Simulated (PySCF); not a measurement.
SMILES CC=C=C(C)[Se]C, C6H10Se

Molfile (atoms numbered from 1):
```
C6H10Se
     RDKit          3D

 17 16  0  0  0  0  0  0  0  0999 V2000
   -2.3377   -0.9540    0.3281 C   0  0  0  0  0  0  0  0  0  0  0  0
   -1.2756   -0.3778   -0.5588 C   0  0  0  0  0  0  0  0  0  0  0  0
   -0.2909    0.3595   -0.1345 C   0  0  0  0  0  0  0  0  0  0  0  0
    0.6966    1.0566    0.3298 C   0  0  0  0  0  0  0  0  0  0  0  0
    0.7311    2.5431    0.5028 C   0  0  0  0  0  0  0  0  0  0  0  0
    2.3512    0.1706    0.8656 Se  0  0  0  0  0  2  0  0  0  0  0  0
    1.8358   -1.6621    0.4625 C   0  0  0  0  0  0  0  0  0  0  0  0
   -2.1653   -0.6807    1.3664 H   0  0  0  0  0  0  0  0  0  0  0  0
   -2.3452   -2.0409    0.2424 H   0  0  0  0  0  0  0  0  0  0  0  0
   -3.3182   -0.5888    0.0233 H   0  0  0  0  0  0  0  0  0  0  0  0
   -1.3808   -0.5885   -1.6173 H   0  0  0  0  0  0  0  0  0  0  0  0
    1.5388    2.9686   -0.0934 H   0  0  0  0  0  0  0  0  0  0  0  0
   -0.2139    2.9837    0.1935 H   0  0  0  0  0  0  0  0  0  0  0  0
    0.9188    2.7899    1.5482 H   0  0  0  0  0  0  0  0  0  0  0  0
    0.9375   -1.9075    1.0236 H   0  0  0  0  0  0  0  0  0  0  0  0
    2.6584   -2.3053    0.7627 H   0  0  0  0  0  0  0  0  0  0  0  0
    1.6524   -1.7543   -0.6053 H   0  0  0  0  0  0  0  0  0  0  0  0
  1  2  1  0
  2  3  2  0
  3  4  2  0
  4  5  1  0
  4  6  1  0
  6  7  1  0
  1  8  1  0
  1  9  1  0
  1 10  1  0
  2 11  1  0
  5 12  1  0
  5 13  1  0
  5 14  1  0
  7 15  1  0
  7 16  1  0
  7 17  1  0
M  END
```

Method: TDDFT BHandHLYP/aug-cc-pVDZ circular dichroism and optical rotation, one conformer, gas phase (PySCF). Geometry: GFN2-xTB.

The calculation is non-relativistic, which matters for the atoms heavier than Zn. No stereocentre is labelled: unless the shape is locked (an allene, a helicene, a hindered biaryl), the mirror image is equally populated and a measured rotation or CD is zero.

**Question.** Draw the ECD and absorption spectra from the lowest 12 states, each a Gaussian of half-width 0.3 eV at 1/e height.

**Answer.** 
```
E (eV)  λ (nm)  Δε (L mol⁻¹ cm⁻¹)  ε (L mol⁻¹ cm⁻¹)
  3.76     330              +0.01              1.21
  3.91     317              +0.05              4.98
  4.06     305              +0.12              12.5
  4.21     294              +0.19                19
  4.36     284              +0.20              18.4
  4.51     275              +0.33              19.3
  4.66     266              +1.24              63.8
  4.81     258              +3.64               252
  4.96     250              +6.13               698
  5.11     243              +4.81              1380
  5.26     236              -1.22              2280
  5.41     229              -8.47              3780
  5.56     223             -13.18              5690
  5.71     217             -11.31              6270
  5.86     211              -2.71              4960
  6.01     206              +6.92              4440
  6.16     201             +15.61              8400
  6.31     196             +24.72             17400
```
Δε uses R in velocity form, ε uses f in length form. Only the states computed contribute, so the short-wavelength end is incomplete.
